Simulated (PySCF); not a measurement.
Species: W(CtBu)(OH)3, C5H12O3W (singlet state).
Bonds: W1–C2, W1–O16, W1–O18, W1–O20, C2–C3, C3–C4, C3–C5, C3–C6. Hydrogens: H7, H8, H9 on C4; H10, H11, H12 on C5; H13, H14, H15 on C6; H17 on O16; H19 on O18; H21 on O20.

Method used: PBE0-D3(BJ)/def2-SVP geometry optimisation, gas phase, def2 core potentials past Kr (PySCF).

(1) Give the optimised bond lengths and angles.

Answers

(1) 
```tsv
bond	length (Å)
W1–C2	1.742
W1–O16, W1–O18	1.923
W1–O20	1.901
C2–C3	1.485
C3–C4, C3–C5, C3–C6	1.535
C4–H7 and 8 like bonds	1.101
O16–H17, O18–H19, O20–H21	0.966
```

Bonds in one row agree within 0.01 Å and their mean is given. A selection of angles:
```tsv
angle	degrees
C2–W1–O16	101.5
C2–W1–O20	106.9
O16–W1–O18	116.7
O16–W1–O20	114.0
W1–C2–C3	178.3
C2–C3–C4	109.2
C4–C3–C5	109.9
H17–O16–W1	114.8
H19–O18–W1	114.9
H21–O20–W1	125.2
```

Dihedral angles: H17–O16–W1–C2 176° (antiperiplanar); H19–O18–W1–C2 -176° (antiperiplanar); H21–O20–W1–C2 0° (synperiplanar). The mirror-image conformer, all signs reversed, is as good.

The O–W distances run from 1.901 Å (W1–O20) to 1.923 Å (W1–O16), a spread of 0.022 Å. The C–C distances run from 1.485 Å (C2–C3) to 1.535 Å (C3–C5), a spread of 0.050 Å. W1 (tungsten bonded to C and 3 O) is distorted tetrahedral (angles from 101.5° to 116.7°).

Point group: near Cs, missed by 0.34 Å at most; the miss may be what the optimiser left on a soft mode. Stationary, but not proved a minimum. Torsions: C2–W1–O16–H 176°, C2–W1–O18–H -176°, C2–W1–O20–H 0°.

Time: 2.2 min; peak memory 1.0 GiB. Hardware: AMD EPYC 9R45, one thread, shared host. These figures are those of the optimisation.
